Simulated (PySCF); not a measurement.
A calculated (PBE0, PySCF 2.14, x2c-QZVPPall, the spin-free X2C one-electron Hamiltonian (Gaussian nucleus)) atom or ion has these occupied shells.

```json
{"shell": "1s α", "electrons": "1", "orbital energy (eV)": "-24216.5", "rms radius, mean of both spins (bohr)": "0.0365"}
{"shell": "1s β", "electrons": "1", "orbital energy (eV)": "-24216.4", "rms radius, mean of both spins (bohr)": "0.0365"}
{"shell": "2s α", "electrons": "1", "orbital energy (eV)": "-3560.4", "rms radius, mean of both spins (bohr)": "0.150"}
{"shell": "2s β", "electrons": "1", "orbital energy (eV)": "-3560.2", "rms radius, mean of both spins (bohr)": "0.150"}
{"shell": "2p α", "electrons": "3", "orbital energy (eV)": "-3192.1", "rms radius, mean of both spins (bohr)": "0.133"}
{"shell": "2p β", "electrons": "3", "orbital energy (eV)": "-3191.9", "rms radius, mean of both spins (bohr)": "0.133"}
{"shell": "3s α", "electrons": "1", "orbital energy (eV)": "-654.10", "rms radius, mean of both spins (bohr)": "0.405"}
{"shell": "3s β", "electrons": "1", "orbital energy (eV)": "-653.97", "rms radius, mean of both spins (bohr)": "0.405"}
{"shell": "3p α", "electrons": "3", "orbital energy (eV)": "-532.03", "rms radius, mean of both spins (bohr)": "0.407"}
{"shell": "3p β", "electrons": "3", "orbital energy (eV)": "-531.90", "rms radius, mean of both spins (bohr)": "0.407"}
{"shell": "3d α", "electrons": "5", "orbital energy (eV)": "-337.70", "rms radius, mean of both spins (bohr)": "0.390"}
{"shell": "3d β", "electrons": "5", "orbital energy (eV)": "-337.49", "rms radius, mean of both spins (bohr)": "0.390"}
{"shell": "4s α", "electrons": "1", "orbital energy (eV)": "-94.281", "rms radius, mean of both spins (bohr)": "1.01"}
{"shell": "4s β", "electrons": "1", "orbital energy (eV)": "-93.273", "rms radius, mean of both spins (bohr)": "1.01"}
{"shell": "4p α", "electrons": "3", "orbital energy (eV)": "-58.820", "rms radius, mean of both spins (bohr)": "1.12"}
{"shell": "4p β", "electrons": "3", "orbital energy (eV)": "-57.701", "rms radius, mean of both spins (bohr)": "1.12"}
{"shell": "4d α", "electrons": "5", "orbital energy (eV)": "-8.755", "rms radius, mean of both spins (bohr)": "1.66"}
{"shell": "4d β", "electrons": "4", "orbital energy (eV)": "-7.825", "rms radius, mean of both spins (bohr)": "1.66"}
{"shell": "5s α", "electrons": "1", "orbital energy (eV)": "-5.311", "rms radius, mean of both spins (bohr)": "3.47"}
```

(1) Name the element and its charge.

Results:

(1) Pd (palladium, neutral), in [Kr] 4d9 5s1, high-spin 3D determinant (an excited configuration).
